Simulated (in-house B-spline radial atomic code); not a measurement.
Radial electron density of neutral vanadium, [Ar] 3d2 4s2 4p1. Method: non-relativistic B97-1, spin-polarised, spherical fractional occupations, exact exchange averaged over the configuration, point nucleus. Calculated with a radial B-spline atomic code at the basis-set limit.

Columns: r (bohr), 4πr²n(r) (electrons per bohr), bar.

```
 0.00298   0.7965 #
 0.00367     1.17 ##
  0.0045    1.694 ###
 0.00553    2.439 ####
 0.00679    3.471 #####
 0.00834    4.876 #######
  0.0102    6.697 ##########
  0.0126    9.154 ##############
  0.0154    12.03 ##################
   0.019    15.53 #######################
  0.0233    19.21 ############################
  0.0286    22.77 ##################################
  0.0352    25.67 ######################################
  0.0432    27.19 ########################################
   0.053    26.96 ########################################
  0.0651    25.09 #####################################
    0.08     22.5 #################################
  0.0982     20.8 ###############################
   0.121    21.44 ################################
   0.148     24.5 ####################################
   0.182    28.31 ##########################################
   0.223    29.66 ############################################
   0.274     26.4 #######################################
   0.337    19.29 #############################
   0.414    12.26 ##################
   0.509     9.03 #############
   0.625    9.839 ###############
   0.767    11.43 #################
   0.942    10.81 ################
    1.16    7.749 ###########
    1.42    4.425 #######
    1.75    2.277 ###
    2.14    1.495 ##
    2.63    1.261 ##
    3.23    1.026 ##
    3.97   0.6738 #
    4.88     0.34 #
    5.99   0.1286 
    7.36  0.03603 
    9.03 0.007958 
    11.1 0.001247 
    13.6 0.0001263
```

On this grid the curve has 3 maxima, near 0.0432, 0.223, 0.767 bohr.

The 3d up radial function P(r) = rR(r), positive near the nucleus:

```tsv
r (bohr)	P
0.0233	0.0009332
0.0352	0.002952
0.053	0.008887
0.08	0.02546
0.121	0.06772
0.182	0.1601
0.274	0.3308
0.414	0.5775
0.625	0.8128
0.942	0.8781
1.42	0.7008
2.14	0.4
3.23	0.1549
4.88	0.03349
7.36	0.003146
```
